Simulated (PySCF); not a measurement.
# Gas-phase thermal properties of Ti(NH2)4

Computed with PySCF (xtb for GFN2) and rigid-rotor harmonic-oscillator thermochemistry at 1 bar. 6-31G* has spherical d functions here. All species are closed-shell singlets. B3LYP is the form with VWN-RPA correlation. Ti(NH2)4: computed as isolated molecules; such fragments, hydroxides, amides, oligomers or adducts are transient or little studied in the gas. The harmonic model lacks anharmonicity and excited electronic states, which grow with temperature; levels with a mode under 35 cm⁻¹ are left out. Warning, point group unlike the PBE0 one: Ti(NH2)4 (GFN2-xTB).

```json
[
 {"level": "B3LYP/6-31G*", "point group": "S4", "σ": "2", "ZPE (kJ/mol)": "259.3", "S°298 (J/mol/K)": "386.9", "Cp298 (J/mol/K)": "159.9", "S°1000 (J/mol/K)": "627.3", "H1000 − H298 (kJ/mol)": "144.4"},
 {"level": "GFN2-xTB", "point group": "D2", "σ": "3", "ZPE (kJ/mol)": "230.5", "S°298 (J/mol/K)": "440.7", "Cp298 (J/mol/K)": "178.7", "S°1000 (J/mol/K)": "693.5", "H1000 − H298 (kJ/mol)": "150.8"},
 {"level": "HF/6-31G*", "point group": "S4", "σ": "2", "ZPE (kJ/mol)": "278.3", "S°298 (J/mol/K)": "375.9", "Cp298 (J/mol/K)": "153.4", "S°1000 (J/mol/K)": "610.2", "H1000 − H298 (kJ/mol)": "141.0"},
 {"level": "PBE/def2-SVP", "point group": "S4", "σ": "2", "ZPE (kJ/mol)": "249.4", "S°298 (J/mol/K)": "396.7", "Cp298 (J/mol/K)": "165.0", "S°1000 (J/mol/K)": "641.9", "H1000 − H298 (kJ/mol)": "147.0"},
 {"level": "PBE0/def2-TZVP", "point group": "S4", "σ": "2", "ZPE (kJ/mol)": "259.8", "S°298 (J/mol/K)": "388.2", "Cp298 (J/mol/K)": "160.9", "S°1000 (J/mol/K)": "629.6", "H1000 − H298 (kJ/mol)": "144.9"}
]
```
σ: rotational symmetry number. Electronic degeneracy used: 1. Frequencies are unscaled.
